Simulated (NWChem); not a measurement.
System: AlN$_{2}$H$_{4}$F; SMILES [NH2][Al]([NH2])[F]

Here is an NWChem input.

```
start job
memory heap 200 mb stack 900 mb global 1100 mb
geometry units angstroms noautoz
  Al     0.027001    -0.000008     0.000000
  F      1.694542     0.004759     0.000000
  N     -0.794165    -1.560707     0.000000
  H     -1.795975    -1.706845     0.000000
  H     -0.312664    -2.451912     0.000000
  N     -0.802704     1.556187     0.000000
  H     -1.805283     1.696938     0.000000
  H     -0.325991     2.449963     0.000000
end
basis spherical
  * library def2-svp
end
dft
  xc mn15
  grid xcoarse
  iterations 150
  mulliken
end
task dft gradient
```

Output (shortened):

```
             Northwest Computational Chemistry Package (NWChem) 7.3.0
             --------------------------------------------------------

 C2V symmetry detected

                             Geometry "geometry" -> ""
                             -------------------------

 Output coordinates in angstroms (scale by  1.889725989 to convert to a.u.)

  No.       Tag          Charge          X              Y              Z
 ---- ---------------- ---------- -------------- -------------- --------------
    1 Al                  13.0000     0.00000000     0.00000000     0.02240360
    2 F                    9.0000     0.00000000     0.00000000     1.68995070
    3 N                    7.0000    -1.55845234     0.00000000    -0.80303470
    4 H                    1.0000    -1.70189731     0.00000000    -1.80523253
    5 H                    1.0000    -2.45094579     0.00000000    -0.32392612
    6 N                    7.0000     1.55845234     0.00000000    -0.80303470
    7 H                    1.0000     1.70189731     0.00000000    -1.80523253
    8 H                    1.0000     2.45094579     0.00000000    -0.32392612

 Effective nuclear repulsion energy (a.u.)     159.0376875891

      Symmetry information
      --------------------

 Group name             C2v
 Group number             16
 Group order               4
 No. of unique centers     5

                                 NWChem DFT Module
                                 -----------------

 Summary of "ao basis" -> "ao basis" (spherical)
 ------------------------------------------------------------------------------
       Tag                 Description            Shells   Functions and Types
 ---------------- ------------------------------  ------  ---------------------
 Al                         def2-svp                 8       18   4s3p1d
 F                          def2-svp                 6       14   3s2p1d
 N                          def2-svp                 6       14   3s2p1d
 H                          def2-svp                 3        5   2s1p

      Symmetry analysis of basis
      --------------------------

        a1         34
        a2          8
        b1         25
        b2         13

            General Information
            -------------------
          SCF calculation type: DFT
          Wavefunction type:  closed shell.
          No. of atoms     :     8
          No. of electrons :    40
           Alpha electrons :    20
            Beta electrons :    20
          Charge           :     0
          Spin multiplicity:     1
          Use of symmetry is: on ; symmetry adaption is: on
          Maximum number of iterations: 150
          AO basis - number of functions:    80
                     number of shells:    38
          Convergence on energy requested:  1.00D-06
          Convergence on density requested:  1.00D-05
          Convergence on gradient requested:  5.00D-04

              XC Information
              --------------
                         MN15 Method XC Functional
                     Hartree-Fock (Exact) Exchange  0.440
                          MN15 Exchange Functional  1.000
                        MN15 Correlation Potential  1.000

             Grid Information
             ----------------
          Grid used for XC integration:  xcoarse
          Radial quadrature: Mura-Knowles
          Angular quadrature: Lebedev.
          Tag              B.-S. Rad. Rad. Pts. Rad. Cut. Ang. Pts.
          ---              ---------- --------- --------- ---------
          Al                  1.25       42           8.0       194
          F                   0.50       21          10.0       194
          N                   0.65       21          10.0       194
          H                   0.35       21          11.0       194
          Grid pruning is: on
          Number of quadrature shells:   126
          Spatial weights used:  Erf1

      Superposition of Atomic Density Guess
      -------------------------------------

 Sum of atomic energies:        -451.56940779

      Non-variational initial energy
      ------------------------------

 Total energy =    -452.709150
 1-e energy   =    -940.481253
 2-e energy   =     328.734415
 HOMO         =      -0.353756
 LUMO         =      -0.032602

      Symmetry analysis of molecular orbitals - initial
      -------------------------------------------------

  Numbering of irreducible representations:

     1 a1          2 a2          3 b1          4 b2

  Orbital symmetries:

     1 a1          2 a1          3 a1          4 b1          5 a1
     6 b1          7 a1          8 b2          9 a1         10 a1
    11 b1         12 a1         13 b1         14 b2         15 a1
    16 b1         17 a1         18 b1         19 b2         20 a2
    21 a1         22 b2         23 b1         24 a1         25 a1
    26 a1         27 b1         28 b1         29 a1         30 b2

     ---------------------------------------------
      Total Density - Mulliken Population Analysis
     ---------------------------------------------

    Atom       Charge   Shell Charges
 -----------   ------   -------------------------------------------------------
    1 Al  13    11.59   2.00  1.99  0.59  0.04  5.93  0.54  0.24  0.25
    2 F    9     9.68   1.99  1.15  0.79  3.56  2.18  0.00
    3 N    7     7.88   1.99  1.02  0.46  2.64  1.76  0.00
    4 H    1     0.74   0.58  0.12  0.05
    5 H    1     0.75   0.58  0.12  0.05
    6 N    7     7.88   1.99  1.02  0.46  2.64  1.76  0.00
    7 H    1     0.74   0.58  0.12  0.05
    8 H    1     0.75   0.58  0.12  0.05

   convergence    iter        energy       DeltaE   RMS-Dens  Diis-err
 ---------------- ----- ----------------- --------- --------- ---------
 d= 0,ls=0.0,diis     1   -453.6313517568 -6.13D+02  1.33D-02  1.17D+00
 d= 0,ls=0.0,diis     2   -453.6383893010 -7.04D-03  6.70D-03  1.06D+00
 d= 0,ls=0.0,diis     3   -453.7272809981 -8.89D-02  1.20D-03  4.11D-02
 d= 0,ls=0.0,diis     4   -453.7305594020 -3.28D-03  3.47D-04  2.61D-03
 d= 0,ls=0.0,diis     5   -453.7308002204 -2.41D-04  8.19D-05  1.26D-04
  Resetting Diis
 d= 0,ls=0.0,diis     6   -453.7308141398 -1.39D-05  1.81D-05  1.59D-06
 d= 0,ls=0.0,diis     7   -453.7308145298 -3.90D-07  5.96D-06  1.15D-07

         Total DFT energy =     -453.730814529817
      One electron energy =     -945.497429970106
           Coulomb energy =      376.950538527249
    Exchange-Corr. energy =      -44.221610676049
 Nuclear repulsion energy =      159.037687589090

 Numeric. integr. density =       39.999031550016

                  Occupations of the irreducible representations
                  ----------------------------------------------

                     irrep           alpha         beta
                     --------     --------     --------
                     a1               10.0         10.0
                     a2                1.0          1.0
                     b1                6.0          6.0
                     b2                3.0          3.0

                       DFT Final Molecular Orbital Analysis
                       ------------------------------------

 Vector   18  Occ=2.000000D+00  E=-4.026258D-01  Symmetry=b1
              MO Center= -1.4D-14, -4.2D-16,  2.6D-01, r^2= 3.3D+00
   Bfn.  Coefficient  Atom+Function         Bfn.  Coefficient  Atom+Function
  ----- ------------  ---------------      ----- ------------  ---------------
    22      0.434848  2 F  px                25     -0.296661  2 F  px
    36      0.251165  3 N  px                60      0.251165  6 N  px
    35     -0.151688  3 N  s                 59      0.151688  6 N  s
    38      0.134318  3 N  pz                62     -0.134318  6 N  pz
     8      0.132449  1 Al px                39     -0.125213  3 N  px

 Vector   19  Occ=2.000000D+00  E=-3.076943D-01  Symmetry=b2
              MO Center=  7.7D-14,  4.4D-16, -6.8D-01, r^2= 3.2D+00
   Bfn.  Coefficient  Atom+Function         Bfn.  Coefficient  Atom+Function
  ----- ------------  ---------------      ----- ------------  ---------------
    37      0.379102  3 N  py                61      0.379102  6 N  py
    40     -0.308039  3 N  py                64     -0.308039  6 N  py
    12     -0.160444  1 Al py                 9     -0.130865  1 Al py
    23     -0.114195  2 F  py                26      0.091523  2 F  py
     6      0.084019  1 Al py                15      0.050583  1 Al d -1

 Vector   20  Occ=2.000000D+00  E=-2.817727D-01  Symmetry=a2
              MO Center= -7.8D-14,  3.5D-16, -7.8D-01, r^2= 3.2D+00
   Bfn.  Coefficient  Atom+Function         Bfn.  Coefficient  Atom+Function
  ----- ------------  ---------------      ----- ------------  ---------------
    37      0.414917  3 N  py                61     -0.414917  6 N  py
    40     -0.361807  3 N  py                64      0.361807  6 N  py
    14      0.077919  1 Al d -2

[...]

                         DFT ENERGY GRADIENTS

    atom               coordinates                        gradient
                 x          y          z           x          y          z
   1 Al      0.000000   0.000000   0.042337    0.000000   0.000000  -0.001663
   2 F       0.000000   0.000000   3.193544    0.000000   0.000000   0.001501
   3 N      -2.945048   0.000000  -1.517516   -0.004989   0.000000  -0.002570
   4 H      -3.216120   0.000000  -3.411395    0.000849   0.000000   0.005155
   5 H      -4.631616   0.000000  -0.612132    0.004511   0.000000  -0.002505
   6 N       2.945048   0.000000  -1.517516    0.004989   0.000000  -0.002570
   7 H       3.216120   0.000000  -3.411395   -0.000849   0.000000   0.005155
   8 H       4.631616   0.000000  -0.612132   -0.004511   0.000000  -0.002505
```

Level: MN15/def2-SVP. Coordinates come from a PBE0/def2-SVP optimisation.
